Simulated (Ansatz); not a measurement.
Gas-phase electronic energies from Ansatz, PBE0-D4/def2-TZVP geometries. CCSD(T)/CBS is the MP2 limit (def2-TZVPP, def2-QZVPP) plus CCSD(T) − MP2 in def2-TZVPP, frozen cores. DFT in def2-TZVPP. B3LYP here is the variant with VWN-RPA as its local correlation; programs differ in this. For Mg outer-core shells are correlated without core-valence functions, which leaves a few kJ/mol of doubt a bond. One conformer a species, not always the lowest.

Reaction (formal exchange of groups at the Si–O bond): `[SiH3][O][Mg][O][SiH3]` + `BB` → `BB[SiH3]` + `[OH][Mg][O][SiH3]`

`[SiH3][O][Mg][O][SiH3]`:

Cartesian coordinates in Å:
```
Si 2.109 0.509 2.614
O 1.103 0.274 1.374
Mg -0.004 0.008 0.002
O -1.111 -0.259 -1.371
Si -2.108 -0.510 -2.614
H 1.782 1.769 3.343
H 2.030 -0.614 3.593
H 3.523 0.607 2.151
H -3.131 0.571 -2.714
H -1.361 -0.547 -3.906
H -2.832 -1.807 -2.473
```

`BB`:

Z-matrix (Å, degrees):
```
B
B 1 1.628
H 1 1.201 2 122.2
H 1 1.201 2 122.0 3 -180.0
H 2 1.201 1 122.1 3 90.0
H 2 1.201 1 122.2 3 -90.1
```

`BB[SiH3]`:

```xyz
9

B     0.388   -1.657    0.330
B    -0.388   -0.558   -0.550
Si   -0.116    1.376   -0.011
H     1.516   -1.986    0.079
H    -0.085   -2.111    1.336
H    -1.111   -0.725   -1.489
H     0.452    2.118   -1.172
H    -1.443    1.966    0.324
H     0.787    1.578    1.153
```

`[OH][Mg][O][SiH3]`:

Cartesian coordinates in Å:
```
O -0.633 -0.221 -3.261
Mg -0.320 -0.106 -1.538
O 0.061 0.015 0.205
Si 0.401 0.124 1.776
H -1.055 -0.295 -4.106
H -0.253 1.316 2.394
H -0.072 -1.081 2.521
H 1.870 0.247 2.009
```

```
        level  ΔE (kcal/mol)
  LDA (SPW92)           22.1
     B3LYP-D4           28.9
      ωB97X-V           29.0
         PBE0           25.7
      r2SCANh           27.9
      LC-ωPBE           27.6
CCSD/def2-SVP           29.2
 HF/CBS(def2)           37.8
```

Task: What does CCSD(T)/CBS give? (An estimate is asked.)

Result: Computed: +30.5 kcal/mol. The listed levels differ from it by -8.4, -1.6, -1.5, -4.8, -2.6, -2.9, -1.3, 7.3 kcal/mol.

Largest T1 diagnostic among the species: 0.015.

From PBE to PBE0 (25 % exact exchange), in def2-TZVPP and without D4, ΔE moves by +2.5 kcal/mol. Leaving LDA and LC-ωPBE aside and taking each functional with its dispersion term where it has one, the values, not all of them listed here, spread over 9.2 kcal/mol, from PBE-D4 to BHLYP-D4. LDA lies −1.0 kcal/mol from PBE without D4.
